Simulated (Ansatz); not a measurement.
Computed with Ansatz on PBE0-D4/def2-TZVP structures; ΔE is electronic, products minus reactants. CBS: MP2 limit from def2 TZ/QZ plus the TZ coupled-cluster correction, frozen cores. For As outer-core shells are correlated without core-valence functions, which leaves a few kJ/mol of doubt a bond. Scalar relativity is left out up to krypton. Each species was taken in one conformer, which may not be the lowest.

`NC([SiH3])S[SiH3]` + `O[AsH2]` → `[SiH3]O[AsH2]` + `NCS[SiH3]`  (ligand exchange at the Si–C bond)

`NC([SiH3])S[SiH3]`:

Z-matrix (Å, degrees):
```
C
Si 1 1.891
S 1 1.882 2 107.5
N 1 1.427 2 111.1 3 -124.0
H 1 1.094 2 110.0 3 115.3
H 2 1.488 1 110.7 3 -173.7
H 2 1.483 1 109.7 3 -52.7
H 2 1.487 1 107.4 3 67.0
Si 3 2.124 1 101.1 2 91.9
H 4 1.013 1 112.4 2 179.4
H 4 1.012 1 112.4 2 56.9
H 9 1.489 3 109.8 1 52.0
H 9 1.483 3 106.6 1 171.6
H 9 1.487 3 112.5 1 -68.1
```

`O[AsH2]`:

Z-matrix (Å, degrees):
```
As
O 1 1.802
H 1 1.527 2 95.9
H 1 1.527 2 95.9 3 91.9
H 2 0.960 1 107.7 3 134.2
```

`[SiH3]O[AsH2]`:

Cartesian coordinates in Å:
```
Si -0.161 -1.321 -0.009
O 0.511 0.171 -0.169
As -0.308 1.732 0.179
H -1.377 -1.456 -0.857
H -0.548 -1.588 1.403
H 0.864 -2.301 -0.441
H 0.846 2.328 0.985
H 0.172 2.435 -1.090
```

`NCS[SiH3]`:

Cartesian coordinates in Å:
```
N 0.302 -2.201 0.235
C 0.183 -0.898 -0.362
S -1.213 -0.029 0.447
Si -0.572 1.977 0.168
H 0.909 -2.798 -0.311
H 0.663 -2.143 1.178
H -0.054 -1.015 -1.421
H 1.074 -0.261 -0.278
H 0.780 2.184 0.756
H -1.570 2.829 0.859
H -0.504 2.356 -1.269
```

```tsv
species	CCSD(T)/def2-TZVPP energy (Eh)
`NC([SiH3])S[SiH3]`	-1073.95957
`O[AsH2]`	-2311.38843
`[SiH3]O[AsH2]`	-2601.67814
`NCS[SiH3]`	-783.70537
```

Q: Work out ΔE.

A: ΔE = (-2601.67814) + (-783.70537) − (-1073.95957) − (-2311.38843) = -0.03551 Eh = -93.2 kJ/mol. CCSD(T)/CBS gives -92.2 kJ/mol.

Largest T1 diagnostic among the species: 0.012.

From PBE to PBE0 (25 % exact exchange), in def2-TZVPP and without D4, ΔE moves by −8.2 kJ/mol. In def2-TZVPP, CCSD(T) changes the Hartree–Fock value by +30.7 kJ/mol (the triples alone add +5.4 kJ/mol) and MP2 by +30.3 kJ/mol. The D4 term adds +8.2 kJ/mol with B3LYP and +4.6 kJ/mol with PBE0; it sums over pairs of atoms, weighted by their polarisabilities, and B3LYP, whose exchange is more repulsive, gets the larger term.

B3LYP here is the variant with VWN-RPA as its local correlation; programs differ in this.
